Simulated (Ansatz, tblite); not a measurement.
Cost and result up the ladder for Ba₄⁺ (the lowest doublet isomer of a short search) (4 atoms). The state is a doublet with charge 1. Geometry: PBE/def2-SVP.

```xyz
4

Ba    2.0458    1.4265    1.1303
Ba    0.6564   -1.4598   -2.2298
Ba   -1.8721    1.8340   -0.7948
Ba   -0.8300   -1.8007    1.8942
```

Ansatz on 4 threads of Arm Neoverse V1 on a shared host; xTB runs through tblite on one thread. Times are rough, summed over both states, and most runs start from the orbitals of an earlier one. ωB97M-V/def2-TZVP serves as the yardstick here, not as an exact answer. The other state is a quartet at its own geometry.

In the def2 sets Ba takes a core potential; there is no spin–orbit coupling. The xTB rows come from tblite. Correlated methods freeze no core orbitals; core or outer-core shells of Ba are correlated, in sets that lack core-valence functions. The structure comes from a short search, and lower isomers may exist.

Run but left out: HF/def2-SVP, HF/def2-TZVP, r2SCAN/def2-TZVP, r2SCANh/def2-TZVP, PBE0/def2-TZVP, PBE-QIDH/def2-TZVP, MP2/def2-SVP, MP2/def2-TZVP, CCSD/def2-SVP, CCSD(T)/def2-SVP (doublet: ⟨S²⟩ 1.23 to 2.74, where a pure state has 0.75).

Correlated methods converge slowly with the basis.

xTB has no spin-polarisation term.

| level | functions | quartet − doublet (eV) | difference from ωB97M-V/def2-TZVP (eV) | remarks |
| --- | --- | --- | --- | --- |
| GFN1-xTB | 36 | 2.90 | 2.40 | – |
| GFN2-xTB | 36 | 3.64 | 3.14 | – |
| RPA@PBE/def2-TZVP | 160 | 0.38 | -0.11 | spin-contaminated (⟨S²⟩ 3.93) (quartet) |
| PBE/def2-TZVP | 160 | 0.11 | -0.39 | spin-contaminated (⟨S²⟩ 3.93) (quartet) |
| ωB97M-V/def2-TZVP | 160 | 0.50 | 0.00 | – |
| LDA (SPW92)/def2-TZVP | 160 | 0.09 | -0.40 | – |

Question: Estimate how long each takes.

Answer: GFN1-xTB 0.009 s; GFN2-xTB 0.013 s; LDA (SPW92)/def2-TZVP 9.7 s; PBE/def2-TZVP 31 s; RPA@PBE/def2-TZVP 31 s; ωB97M-V/def2-TZVP 3.5 min. On shared hardware such times vary by a factor of up to 3.
